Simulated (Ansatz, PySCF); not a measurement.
Reaction (SMILES): O[Si](F)(F)F + H+ → [OH2+][Si](F)(F)F
Structures are relaxed separately at B3LYP-D3(BJ)/def2-TZVP in Ansatz (a first-principles code), one conformer each, not searched for the lowest. Frequencies are from Ansatz.

Property: proton affinity (enthalpy at 298 K, with B3LYP-D3(BJ) rigid-rotor harmonic-oscillator terms), positive where the reaction releases energy, in kJ/mol. Correlated levels leave the core frozen unless marked. No spin-orbit coupling. No relativistic terms. Basis-set limits of correlation are two-point, X^-3; Hartree-Fock from the larger set.

| level | program | proton affinity (kJ/mol) |
|---|---|---|
| HF-D4/def2-TZVPD | PySCF + dftd4 | [?] |
| BLYP/def2-TZVPD | Ansatz | 645.9 |
| r2SCAN-D3(BJ)/def2-TZVPD | Ansatz + dftd3 | 651.7 |
| PBE0/6-31G* | Ansatz | 660.8 |
| BHLYP-D4/def2-TZVPD | Ansatz + dftd4 | 648.0 |
| BHLYP/def2-TZVPD | Ansatz | 648.1 |
| HSE06-D4/def2-TZVPD | Ansatz + dftd4 | 652.2 |
| CAM-B3LYP-D3(BJ)/def2-TZVPD | Ansatz + dftd3 | 641.1 |
| CAM-B3LYP-D4/def2-TZVPD | Ansatz + dftd4 | 639.7 |
| LC-wPBE/def2-TZVPD | Ansatz | 651.6 |
| wB97X-V/def2-TZVPD | Ansatz | [?] |
| PBE-QIDH/def2-TZVPD | Ansatz | 649.8 |
| SCS-MP2/cc-pVTZ | Ansatz | 663.4 |
| SCS-MP2/cc-pwCVTZ | Ansatz | 662.0 |
| CCSD/cc-pV(D+d)Z | Ansatz | [?] |
| CCSD(T) with core electrons (1s frozen past Ne)/cc-pwCVTZ | Ansatz | [?] |
| CCSD(T)/CBS(cc-pV(T+d)Z,cc-pV(Q+d)Z) | Ansatz | 648.5 |

Problem. Some entries are withheld; supply them.

Solution. 
- HF-D4/def2-TZVPD, proton affinity (kJ/mol): 656.8
- wB97X-V/def2-TZVPD, proton affinity (kJ/mol): 650.7
- CCSD/cc-pV(D+d)Z, proton affinity (kJ/mol): 667.5
- CCSD(T) with core electrons (1s frozen past Ne)/cc-pwCVTZ, proton affinity (kJ/mol): 661.2
